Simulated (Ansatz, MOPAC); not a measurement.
## CH4InO: which of these isomers lies lowest?

2 of its isomers, all doublets with charge 0: A = `C[O][InH]`; B = `[CH3][In][OH]`.

Shapes, held fixed at every level: PBE0-D4/def2-TZVP. Flexible molecules stand in one conformer, not always the lowest. Programs: Ansatz 0.2.0, MOPAC 23.2.5.

Electronic energies in kJ/mol, without zero-point or thermal terms.

```tsv
level	kind	B − A
AM1	semi-empirical	-56.1
HF/def2-TZVPP	Hartree–Fock	-77.7
PBE0-D4/def2-TZVPP	global hybrid	-95.1
B2PLYP/def2-TZVPP	double hybrid	-99.3
MP2/def2-SVP	perturbation theory	-79.3
MP2/def2-TZVPP	perturbation theory	-108.1
CCSD/def2-SVP	coupled cluster or CI	-72.2
CCSD(T)/def2-TZVPP	coupled cluster or CI	-98.5
```

The highest level, CCSD(T)/def2-TZVPP, puts B lowest of these. All levels agree on that. The B − A difference spans -108.1 to -56.1 kJ/mol over the levels. Open shells run unrestricted unless RO is named. For atoms past krypton def2 sets carry core potentials with scalar relativity. Correlated rows may include outer-core shells of In, which these sets cover unevenly. NDDO rows are differences of heats of formation.
